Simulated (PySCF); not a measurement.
# Atomic charges against the basis set

Compound: C4H12Si2.
Cartesian coordinates in Å at the PBE0-D3(BJ)/def2-SVP level; atoms count from 1:
```
atom  x, y, z in Å
C1     3.589    0.187   -0.882
C2     2.609    0.622   -0.081
Si3    1.235   -0.472    0.564
C4    -0.452    0.038   -0.119
C5    -1.604   -0.838    0.390
Si6   -3.284   -0.343   -0.316
H7     3.655   -0.861   -1.198
H8     4.374    0.853   -1.258
H9     2.610    1.685    0.198
H10    1.177   -0.404    2.060
H11    1.531   -1.886    0.166
H12   -0.623    1.098    0.143
H13   -0.393    0.011   -1.221
H14   -1.668   -0.799    1.491
H15   -1.428   -1.899    0.139
H16   -3.269   -0.463   -1.808
H17   -3.586    1.081    0.033
H18   -4.379   -1.210    0.223
```

PBE0 throughout (PySCF), one geometry, spherical d and f functions. Geometry: PBE0-D3(BJ)/def2-SVP, one conformer, isolated molecule. The first 7 of 13 kinds of atom are listed.

Mulliken charges (e):

```json
{"basis": "STO-3G", "functions": "50", "C1": "-0.170", "C2": "-0.253", "Si3": "+0.621", "C4": "-0.301", "C5": "-0.300", "Si6": "+0.537", "H7": "+0.073"}
{"basis": "6-31G", "functions": "86", "C1": "-0.316", "C2": "-0.427", "Si3": "+0.706", "C4": "-0.619", "C5": "-0.629", "Si6": "+0.539", "H7": "+0.166"}
{"basis": "pcSseg-0", "functions": "86", "C1": "-0.365", "C2": "-0.769", "Si3": "+0.967", "C4": "-0.954", "C5": "-0.957", "Si6": "+0.568", "H7": "+0.223"}
{"basis": "6-31G*", "functions": "116", "C1": "-0.362", "C2": "-0.316", "Si3": "+0.478", "C4": "-0.553", "C5": "-0.557", "Si6": "+0.359", "H7": "+0.178"}
{"basis": "def2-SVP", "functions": "152", "C1": "-0.066", "C2": "-0.284", "Si3": "+0.485", "C4": "-0.300", "C5": "-0.308", "Si6": "+0.361", "H7": "+0.059"}
{"basis": "cc-pVDZ", "functions": "152", "C1": "-0.035", "C2": "-0.216", "Si3": "+0.343", "C4": "-0.218", "C5": "-0.210", "Si6": "+0.224", "H7": "+0.049"}
{"basis": "pcSseg-1", "functions": "176", "C1": "-0.177", "C2": "-0.485", "Si3": "+0.706", "C4": "-0.548", "C5": "-0.541", "Si6": "+0.491", "H7": "+0.125"}
{"basis": "6-311+G(2d,p)", "functions": "250", "C1": "-0.432", "C2": "-0.131", "Si3": "+0.645", "C4": "-0.546", "C5": "-0.593", "Si6": "+0.383", "H7": "+0.124"}
{"basis": "aug-cc-pVDZ", "functions": "254", "C1": "+0.665", "C2": "+0.408", "Si3": "-0.016", "C4": "+0.409", "C5": "+0.390", "Si6": "-0.563", "H7": "-0.428"}
{"basis": "def2-TZVP", "functions": "270", "C1": "-0.250", "C2": "-0.242", "Si3": "+0.259", "C4": "-0.341", "C5": "-0.344", "Si6": "+0.161", "H7": "+0.132"}
```

IAO charges (e):

```json
{"basis": "STO-3G", "functions": "50", "C1": "-0.256", "C2": "-0.388", "Si3": "+0.752", "C4": "-0.493", "C5": "-0.501", "Si6": "+0.640", "H7": "+0.123"}
{"basis": "6-31G", "functions": "86", "C1": "-0.277", "C2": "-0.396", "Si3": "+0.626", "C4": "-0.512", "C5": "-0.504", "Si6": "+0.443", "H7": "+0.147"}
{"basis": "pcSseg-0", "functions": "86", "C1": "-0.260", "C2": "-0.407", "Si3": "+0.638", "C4": "-0.524", "C5": "-0.518", "Si6": "+0.439", "H7": "+0.141"}
{"basis": "6-31G*", "functions": "116", "C1": "-0.262", "C2": "-0.419", "Si3": "+0.742", "C4": "-0.524", "C5": "-0.518", "Si6": "+0.572", "H7": "+0.143"}
{"basis": "def2-SVP", "functions": "152", "C1": "-0.257", "C2": "-0.417", "Si3": "+0.754", "C4": "-0.520", "C5": "-0.515", "Si6": "+0.589", "H7": "+0.138"}
{"basis": "cc-pVDZ", "functions": "152", "C1": "-0.267", "C2": "-0.417", "Si3": "+0.736", "C4": "-0.522", "C5": "-0.516", "Si6": "+0.568", "H7": "+0.143"}
{"basis": "pcSseg-1", "functions": "176", "C1": "-0.267", "C2": "-0.425", "Si3": "+0.761", "C4": "-0.530", "C5": "-0.524", "Si6": "+0.590", "H7": "+0.142"}
{"basis": "6-311+G(2d,p)", "functions": "250", "C1": "-0.278", "C2": "-0.430", "Si3": "+0.771", "C4": "-0.540", "C5": "-0.534", "Si6": "+0.602", "H7": "+0.148"}
{"basis": "aug-cc-pVDZ", "functions": "254", "C1": "-0.279", "C2": "-0.421", "Si3": "+0.740", "C4": "-0.529", "C5": "-0.523", "Si6": "+0.570", "H7": "+0.147"}
{"basis": "def2-TZVP", "functions": "270", "C1": "-0.277", "C2": "-0.433", "Si3": "+0.781", "C4": "-0.543", "C5": "-0.537", "Si6": "+0.611", "H7": "+0.147"}
```

Hirshfeld charges (e):

```tsv
basis	functions	C1	C2	Si3	C4	C5	Si6	H7
STO-3G	50	-0.066	-0.114	+0.377	-0.094	-0.092	+0.341	+0.020
6-31G	86	-0.076	-0.138	+0.297	-0.137	-0.134	+0.275	+0.047
pcSseg-0	86	-0.076	-0.134	+0.333	-0.139	-0.136	+0.304	+0.040
6-31G*	116	-0.073	-0.137	+0.291	-0.138	-0.135	+0.276	+0.048
def2-SVP	152	-0.079	-0.137	+0.330	-0.149	-0.146	+0.307	+0.044
cc-pVDZ	152	-0.077	-0.136	+0.322	-0.146	-0.143	+0.299	+0.044
pcSseg-1	176	-0.080	-0.139	+0.332	-0.154	-0.151	+0.308	+0.045
6-311+G(2d,p)	250	-0.083	-0.146	+0.332	-0.160	-0.158	+0.309	+0.047
aug-cc-pVDZ	254	-0.087	-0.147	+0.334	-0.165	-0.163	+0.307	+0.048
def2-TZVP	270	-0.083	-0.144	+0.326	-0.159	-0.157	+0.303	+0.047
```

ESP-fitted charges (e):

```tsv
basis	functions	C1	C2	Si3	C4	C5	Si6	H7
STO-3G	50	-0.267	-0.144	+0.369	-0.207	-0.145	+0.297	+0.109
6-31G	86	-0.336	-0.286	+0.394	-0.221	-0.139	+0.328	+0.170
pcSseg-0	86	-0.329	-0.339	+0.478	-0.280	-0.247	+0.382	+0.170
6-31G*	116	-0.348	-0.242	+0.320	-0.181	-0.097	+0.246	+0.174
def2-SVP	152	-0.318	-0.237	+0.330	-0.165	-0.087	+0.247	+0.160
cc-pVDZ	152	-0.336	-0.212	+0.277	-0.144	-0.061	+0.191	+0.165
pcSseg-1	176	-0.342	-0.286	+0.409	-0.188	-0.100	+0.322	+0.173
6-311+G(2d,p)	250	-0.396	-0.235	+0.321	-0.166	-0.048	+0.220	+0.191
aug-cc-pVDZ	254	-0.377	-0.234	+0.341	-0.178	-0.053	+0.235	+0.182
def2-TZVP	270	-0.388	-0.225	+0.316	-0.152	-0.038	+0.224	+0.186
```

Q: Which scheme is steadiest as the basis changes?

A: Largest range over the bases for any column: Hirshfeld 0.09 e, IAO 0.20 e, ESP-fitted 0.21 e, Mulliken 1.36 e. Hirshfeld charges move least and Mulliken charges most, counted in e. Without the minimal STO-3G basis the ranges are Hirshfeld 0.04, IAO 0.17, ESP-fitted 0.21, Mulliken 1.36 e.

Q: How much do the charges still move between the two largest bases, aug-cc-pVDZ and def2-TZVP?

A: At most, over all atoms: Mulliken 0.915 e, IAO 0.041 e, Hirshfeld 0.008 e, ESP-fitted 0.026 e.

Q: What do the same runs give for the total energy, the frontier levels and the dipole moment?

A: 
```tsv
basis	energy (Eh)	HOMO (eV)	LUMO (eV)	μ (D)
STO-3G	-729.6084	-5.52	3.48	0.12
6-31G	-738.0176	-7.45	0.00	0.76
pcSseg-0	-737.1136	-7.78	-0.27	0.69
6-31G*	-738.1134	-7.41	-0.08	0.83
def2-SVP	-737.8616	-7.59	-0.32	0.76
cc-pVDZ	-738.1557	-7.51	-0.24	0.76
pcSseg-1	-738.1160	-7.65	-0.45	0.74
6-311+G(2d,p)	-738.2194	-7.62	-0.57	0.75
aug-cc-pVDZ	-738.1668	-7.59	-0.54	0.72
def2-TZVP	-738.2326	-7.60	-0.51	0.77
```

The dipole is fixed by the density alone, so its range of 0.71 D shows that the density itself changes with the basis, not only its division among atoms.
